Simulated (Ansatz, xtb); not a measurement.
Relative energy of two isomers of C3H12BPSi

Structure I: `CCB(C)P[SiH3]`, a singlet. Structure II: `CCCBP[SiH3]`, a singlet. Both are isolated molecules in the gas phase, relaxed with r2SCAN-D4/def2-SVP; each stands in its lowest conformer found.

Estimate which is lower in electronic energy at CCSD(T)/def2-SVP + ΔMP2/def2-TZVPP, and by roughly how much.

The CCSD(T)/def2-SVP + ΔMP2/def2-TZVPP calculation puts structure I lower, by 43.5 kJ/mol.

Level by level:

| level | geometry | E(II) − E(I) (kJ/mol) | departure from the last row (kJ/mol) | job, with rough time for the two |
| --- | --- | --- | --- | --- |
| r2SCAN-D4/def2-SVP | r2SCAN-D4/def2-SVP | +47.7 | +4.2 | optimisation, 2 min |
| HF/def2-SVP | r2SCAN-D4/def2-SVP | +40.8 | −2.7 | part of the CCSD(T) run |
| MP2/def2-SVP | r2SCAN-D4/def2-SVP | +43.3 | −0.2 | part of the CCSD(T) run |
| CCSD(T)/def2-SVP | r2SCAN-D4/def2-SVP | +40.5 | −3.0 | single point |
| CCSD(T)/def2-SVP + ΔMP2/def2-TZVPP | r2SCAN-D4/def2-SVP | +43.5 |  | single point, 75 s |

As drawn, II has 1 C–C, 1 B–H in place of 1 C–B, 1 C–H.

None of the levels shown reverses the order. The largest departure from CCSD(T)/def2-SVP + ΔMP2/def2-TZVPP is that of r2SCAN-D4/def2-SVP, 4.2 kJ/mol. A small imaginary or near-zero mode remains, so no thermal terms are given. Levels run at GFN2-xTB geometries aren't shown. The last row adds to CCSD(T) the change of the MP2 difference between the two basis sets, here +3.0 kJ/mol.

The correlated steps freeze 14 core orbitals. Programs: Ansatz 0.2.0, xtb 6.7.1; the last row on 4 threads of Arm Neoverse V1 on a shared host.
